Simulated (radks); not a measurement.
Results of a calculation; reference values are marked as such.
Mo+, configuration [Kr] 4d3 5s2 (not the ground configuration). Code: a radial shooting solver on a logarithmic mesh with Libxc functionals. Model: Dirac Kohn-Sham, PBE, spin-unpolarised, spherical densities, finite nucleus; open shells are shared between the two j in proportion to 2j + 1; Fermi nuclear charge, rms radius 4.4091 fm.

Radial electron density D(r) = 4 pi r^2 rho(r):

r (bohr),D(r) (e/bohr)
0.002436,4.032
0.002814,5.139
0.00325,6.516
0.003753,8.216
0.004334,10.29
0.005006,12.80
0.005781,15.77
0.006623,19.04
0.007649,22.98
0.008833,27.38
0.0102,32.13
0.01178,37.06
0.01361,41.91
0.01571,46.36
0.01815,50.01
0.02079,52.40
0.02401,53.51
0.02773,53.08
0.03203,51.31
0.03699,48.77
0.04271,46.38
0.04933,45.23
0.05697,46.27
0.06527,49.58
0.07538,55.01
0.08705,60.86
0.1005,64.93
0.1161,65.20
0.1341,60.96
0.1549,53.48
0.1788,45.78
0.2049,41.36
0.2366,41.43
0.2733,45.31
0.3156,49.35
0.3645,49.49
0.421,43.88
0.4862,33.97
0.5615,23.43
0.6433,16.04
0.7429,12.18
0.8579,11.38
0.9908,11.42
1.144,10.64
1.322,8.721
1.526,6.322
1.763,4.241
2.019,2.892
2.332,2.033
2.693,1.494
3.111,1.068
3.592,0.6875
4.149,0.3802
4.791,0.1758
5.533,0.06623
6.339,0.02109
7.321,0.004778
8.455,0.0007896

D(r) has 4 maxima, at r = 0.0248, 0.109, 0.342, 0.960 bohr, and minima at 0.0497, 0.220, 0.858 bohr, inside which lie 2.05, 11.12, 29.46 electrons.
